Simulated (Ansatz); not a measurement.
Computed with Ansatz on PBE0-D4/def2-TZVP structures; ΔE is electronic, products minus reactants. CCSD(T)/CBS is the MP2 limit (def2-TZVPP, def2-QZVPP) plus CCSD(T) − MP2 in def2-TZVPP, frozen cores. This one scheme is used for every species. Elements past krypton have def2 core potentials. For Hf, Se outer-core shells are correlated without core-valence functions, which leaves a few kJ/mol of doubt a bond. Scalar relativity is left out up to krypton. Each species was taken in one conformer, which may not be the lowest.

`[OH][Hf]([F])([F])[SeH]` + H₂O → `[OH][Hf]([OH])([F])[F]` + H₂Se  (formal hydrolysis of the Hf–Se bond)

```tsv
species	CCSD(T)/CBS(def2) energy (Eh)
`[OH][Hf]([F])([F])[SeH]`	-2724.84883
H₂O	-76.37941
`[OH][Hf]([OH])([F])[F]`	-399.34116
H₂Se	-2401.89790
```

**Question.** Work out ΔE.

**Answer.** ΔE = (-399.34116) + (-2401.89790) − (-2724.84883) − (-76.37941) = -0.01082 Eh = -28.4 kJ/mol.

Largest T1 diagnostic among the species: 0.016.

Leaving LDA and LC-ωPBE aside and taking each functional with its dispersion term where it has one, the values, not all of them listed here, spread over 19.4 kJ/mol, from CAM-B3LYP-D4 to HSE06-D4. In def2-TZVPP, CCSD(T) changes the Hartree–Fock value by +10.0 kJ/mol (the triples alone add +3.3 kJ/mol) and MP2 by +13.2 kJ/mol. The D4 term adds +3.4 kJ/mol with B3LYP and +2.0 kJ/mol with PBE0; it sums over pairs of atoms, weighted by their polarisabilities, and B3LYP, whose exchange is more repulsive, gets the larger term.

B3LYP here is the variant with VWN-RPA as its local correlation; programs differ in this.
